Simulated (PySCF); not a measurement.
Gas-phase equilibrium of 1 mol SnCl₄, 1.9 mol H₂O at 600 K and 0.00133 bar, among 27 species (ClO, SnCl₄, O₂, HCl, O, SnH₂, HO₂, SnO, SnHCl₃, SnCl₃, H₂O, H, HOCl, H₂O₂, O₃, H₂, SnH₄, SnCl₂, SnH₂Cl₂, Cl, Cl₂, SnO₂, SnH₃Cl, Sn₂O₂, SnHCl, Sn(OH)₂, OH). Only gases are allowed; each row takes one source of thermochemistry for all species, and Cantera finds the minimum.

Energies from PySCF, thermal terms from the rigid-rotor harmonic-oscillator model, ideal gas at 1 bar. † marks an energy on the PBE0/def2-TZVP geometry and frequencies; other levels use their own. Open shells (unrestricted) among the columns below: O₂ (multiplicity 3), SnCl₃ (multiplicity 2); the rest are closed-shell singlets. B3LYP is the form with VWN-RPA correlation. Sn: scalar-relativistic def2 core potential, no spin-orbit coupling. SnCl₃: computed as isolated molecules; such fragments, hydroxides, amides, oligomers or adducts are transient or little studied in the gas. The harmonic model lacks anharmonicity and excited electronic states, which grow with temperature; levels with a mode under 35 cm⁻¹ are left out. Soft modes under 120 cm⁻¹ make the harmonic entropy rough for SnCl₄, SnCl₃, SnCl₂.

Molecules larger than those listed are left out. Also missing: (SnO)n, which can matter at low temperature or high pressure.

With B3LYP/def2-TZVP† thermochemistry: H₂O 0.65, SnCl₄ 0.34, HCl 0.0055, SnCl₂ 0.0027, O₂ 0.0014, SnCl₃ 4.7e-8.

Problem. How far does the composition move with the other sources (PBE/def2-SVP, PBE/def2-TZVP†, PBE0/def2-SVP†, PBE0/def2-TZVP, ωB97M-V/def2-TZVP†)?

Solution. 
```json
[
 {"thermochemistry": "B3LYP/def2-TZVP†", "x H₂O": "0.65", "x SnCl₄": "0.34", "x HCl": "0.0055", "x SnCl₂": "0.0027", "x O₂": "0.0014", "x SnCl₃": "4.7e-8"},
 {"thermochemistry": "PBE/def2-SVP", "x H₂O": "0.65", "x SnCl₄": "0.34", "x HCl": "0.0075", "x SnCl₂": "0.0038", "x O₂": "0.0019", "x SnCl₃": "2.9e-7"},
 {"thermochemistry": "PBE/def2-TZVP†", "x H₂O": "0.65", "x SnCl₄": "0.34", "x HCl": "0.0036", "x SnCl₂": "0.0018", "x O₂": "0.00090", "x SnCl₃": "8.9e-8"},
 {"thermochemistry": "PBE0/def2-SVP†", "x H₂O": "0.65", "x SnCl₄": "0.34", "x HCl": "0.0021", "x SnCl₂": "0.0010", "x O₂": "0.00052", "x SnCl₃": "4.2e-8"},
 {"thermochemistry": "PBE0/def2-TZVP", "x H₂O": "0.65", "x SnCl₄": "0.34", "x HCl": "0.00073", "x SnCl₂": "0.00037", "x O₂": "0.00018", "x SnCl₃": "1.8e-8"},
 {"thermochemistry": "ωB97M-V/def2-TZVP†", "x H₂O": "0.65", "x SnCl₄": "0.34", "x HCl": "0.00024", "x SnCl₂": "0.00012", "x O₂": "6.1e-5", "x SnCl₃": "2.1e-9"}
]
```
The most sensitive of these is SnCl₃: it spans a factor of 10^2.1 over these rows; at this temperature one factor of ten is RT ln 10 = 11 kJ/mol.
